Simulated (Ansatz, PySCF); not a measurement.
Species: sum formula SiN₃H₆F, net charge 0, singlet state. SMILES: N[Si](N)(N)F
Coordinates optimised at B3LYP-D3(BJ)/def2-TZVP (Ansatz, a program for electronic structure):
```
Si
F 1 1.6101
N 1 1.6971 2 117.96
H 3 1.0064 1 121.29 2 -76.95
H 3 1.0064 4 112.71 1 -155.95
N 1 1.7090 2 102.51 3 -115.65
H 6 1.0065 1 121.38 2 179.22
H 6 1.0069 7 111.86 1 -152.55
N 1 1.7090 2 102.51 6 -128.70
H 9 1.0065 1 121.38 2 -179.22
H 9 1.0069 10 111.86 1 152.55
```
Charge 0, spin multiplicity 1.

Quantity: atomisation energy (electronic, to ground-state atoms), in kcal/mol. Cores are frozen in the correlated levels unless marked. Open shells are spin-unrestricted. Spin-orbit coupling is left out. Non-relativistic. The coupled-cluster limit lacks core correlation, which all-electron functionals hold. Basis-set limits of correlation are two-point, X^-3; Hartree-Fock from the larger set. The bracket is a focal-point correction in the basis named.

| level | program | atomisation energy (kcal/mol) | minus last row |
|---|---|---|---|
| HF-D4/def2-TZVPD | PySCF + dftd4 | 688.9 | -297.6 |
| SVWN5/def2-TZVPD | Ansatz | 1125.5 | 139.0 |
| BLYP-D4/def2-TZVPD | Ansatz + dftd4 | 987.9 | 1.4 |
| r2SCAN/def2-TZVPD | Ansatz | 973.0 | -13.5 |
| B3LYP/def2-TZVPD | Ansatz | 976.6 | -9.9 |
| PBE0/def2-SVP | Ansatz | 955.2 | -31.3 |
| PBE0-D3(BJ)/def2-TZVPD | Ansatz + dftd3 | 974.4 | -12.1 |
| PBE0/def2-TZVPD | Ansatz | 970.1 | -16.4 |
| BHLYP-D3(BJ)/def2-TZVPD | Ansatz + dftd3 | 951.4 | -35.1 |
| BHLYP-D4/def2-TZVPD | Ansatz + dftd4 | 950.7 | -35.8 |
| BHLYP/def2-TZVPD | Ansatz | 944.5 | -42.0 |
| r2SCANh-D4/def2-TZVPD | Ansatz + dftd4 | 966.8 | -19.7 |
| r2SCANh/def2-TZVPD | Ansatz | 965.4 | -21.1 |
| MP2/aug-cc-pV(D+d)Z | Ansatz | 917.8 | -68.7 |
| SCS-MP2/STO-3G | Ansatz | 751.7 | -234.8 |
| SCS-MP2/6-31G | Ansatz | 761.9 | -224.6 |
| SCS-MP2/cc-pV(D+d)Z | Ansatz | 879.4 | -107.1 |
| SCS-MP2/cc-pV(T+d)Z | Ansatz | 967.9 | -18.6 |
| CCSD(T)/cc-pVTZ | Ansatz | 943.1 | -43.4 |
| CCSD(T)/cc-pwCVTZ | Ansatz | 951.1 | -35.4 |
| RI-MP2/CBS(cc-pV(T+d)Z,cc-pV(Q+d)Z)+[CCSD(T)-MP2]/cc-pV(T+d)Z | Ansatz | 986.5 | 0.0 |
